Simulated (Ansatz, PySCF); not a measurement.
System: F2Ge, singlet: symmetric bend, bond length relaxed. Scanned: F-Ge-F angle. Other coordinates (Ge-F bond length) were minimised at PBE0/def2-TZVP.

Levels of theory: RKS-PBE/cc-pVTZ = restricted PBE/cc-pVTZ (Ansatz, an electronic-structure program); PBE0/cc-pVTZ (PySCF); CCSD(T) on RHF/cc-pVTZ, 11 core orbitals frozen (PySCF).

Energies relative to the lowest point of each profile, in eV; the last columns give the difference from CCSD(T):

```
a / °  RKS-PBE/cc-pVTZ   PBE0  CCSD(T)  RKS-PBE/cc-pVTZ − CCSD(T)  PBE0 − CCSD(T)
-----  ---------------  -----  -------  -------------------------  --------------
180              1.557  1.830    1.943                     -0.386          -0.113
170              1.501  1.765    1.878                     -0.377          -0.113
160              1.343  1.581    1.692                     -0.348          -0.110
150              1.108  1.307    1.404                     -0.296          -0.098
140              0.830  0.981    1.056                     -0.226          -0.076
130              0.545  0.647    0.695                     -0.150          -0.048
120              0.289  0.346    0.370                     -0.081          -0.024
110              0.094  0.117    0.124                     -0.030          -0.007
100              0.000  0.000    0.000                      0.000           0.000
90               0.055  0.047    0.052                      0.002          -0.005
80               0.336  0.344    0.369                     -0.033          -0.025
```

RKS-PBE/cc-pVTZ is furthest from CCSD(T) at 180 (-0.386 eV, below); its mean absolute difference over the points is 0.175 eV.

PBE0 is furthest from CCSD(T) at 170 (-0.113 eV, below); its mean absolute difference over the points is 0.056 eV.
